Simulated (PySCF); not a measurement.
Si(H)(Br)(NH2)2 (BrH5N2Si), SMILES N[SiH](N)Br.

Geometry: B3LYP-D3(BJ)/def2-SVP. This is a generated structure with no PubChem entry under its InChIKey; it may be hypothetical. Other conformers were not sampled.

Two levels are set side by side: TDDFT-PBE/def2-SVPD (PySCF) and TDDFT-ωB97X/def2-SVPD (PySCF). Vertical, same geometry. The lowest singlet is HOMO→LUMO 75 %, HOMO−1→LUMO 13 % with PBE and HOMO−1→LUMO 38 %, HOMO−1→LUMO+2 22 %, HOMO→LUMO 14 % with the other functional; states are paired by order. Differences are taken from unrounded values.

```tsv
quantity	TDDFT-ωB97X
lowest singlet excitation (eV)	7.31
lowest triplet excitation (TDA) (eV)	6.99
first bright state (f over 0.05) (eV)	7.42
its oscillator strength	0.05
```

Task: What does TDDFT-PBE give, and how far is it from TDDFT-ωB97X? (Estimate from the structure and the level; the computed values follow.)

Result: 
| quantity | TDDFT-PBE | TDDFT-PBE minus TDDFT-ωB97X |
|---|---|---|
| lowest singlet excitation (eV) | 6.10 | -1.20 |
| lowest triplet excitation (TDA) (eV) | 5.87 | -1.12 |
| first bright state (f over 0.05) (eV) | 6.76 | -0.66 |
| its oscillator strength | 0.07 | 0.02 |

A lower first singlet is the usual sign of a functional without exact exchange. Differences between two approximate levels are no errors against the true value.

Rough cost on one machine, each run with all the roots and properties that it gave: TDDFT-ωB97X against TDDFT-PBE about 7 times.
